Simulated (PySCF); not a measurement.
# Two-component Hartree-Fock for Rh⁺ (rhodium, charge +1)

Start: [Kr] 4d8; 4d3/2 filled at m_j = -3/2, -1/2, +1/2, +3/2; 4d5/2 filled at m_j = -1/2, +1/2, +3/2, +5/2. Calculated with PySCF 2.14 in x2c-TZVPall-2c: generalised Hartree-Fock with the X2C-1e Hamiltonian and a Gaussian nucleus; one run each with spin-orbit coupling (SO) switched off, then screened by Boettger's factors.

| spinor shell | electrons | ε, spin-free (eV) | ε, screened SO (eV) | weight of nominal j (screened SO) | rms radius, screened SO (bohr) |
| --- | --- | --- | --- | --- | --- |
| 1s1/2 | 2 | -23349.8 | -23348.2 | 1.000 | 0.0374 |
| 2s1/2 | 2 | -3473.3 | -3472.8 | 1.000 | 0.154 |
| 2p1/2 | 2 | -3106.8 | -3206.8 | 1.000 | 0.134 |
| 2p3/2 | 4 | -3106.8 | -3060.2 | 1.000 | 0.138 |
| 3s1/2 | 2 | -661.93 | -661.76 | 1.000 | 0.415 |
| 3p1/2 | 2 | -538.30 | -556.14 | 1.000 | 0.411 |
| 3p3/2 | 4 | -538.30 | -529.90 | 1.000 | 0.422 |
| 3d3/2 | 4 | -340.93 | -344.07 | 0.997 | 0.401 |
| 3d5/2 | 6 | -340.93 | -338.64 | 0.998 | 0.405 |
| 4s1/2 | 2 | -108.64 | -108.58 | 1.000 | 1.05 |
| 4p1/2 | 2 | -71.392 | -75.421 | 0.943 | 1.15 |
| 4p3/2 | 4 | -71.392 | -69.418 | 0.971 | 1.18 |
| 4d3/2 | 4 | -19.439 | -19.840 | 0.698 | 1.66 |
| 4d5/2 | 4 | -19.439 | -19.044 | 0.735 | 1.69 |

```tsv
quantity	spin-free	screened SO
E (hartree)	-4780.58515	-4781.33567
M_J	4	4
⟨J²⟩	20.017	20.016
⟨L²⟩	12.013	12.060
⟨S²⟩	2.005	2.007
```

Each row is a mean over spinors that exchange with the open shell spreads, by up to 7.125 eV (4p3/2).

Rows whose weight is well below 1 are mixtures of j = l ± 1/2: exchange outweighs spin-orbit coupling there, and the label is only the starting occupation.

Breit and QED terms are absent; they matter most for the inner s and p1/2 levels.

Densities and radii are taken from the X2C orbitals without a picture-change correction, which distorts them close to the nucleus.

Without spin-orbit coupling the j labels of p, d and f shells carry no meaning; the spin-free column gives the mean over the occupied spinors of each nl shell.
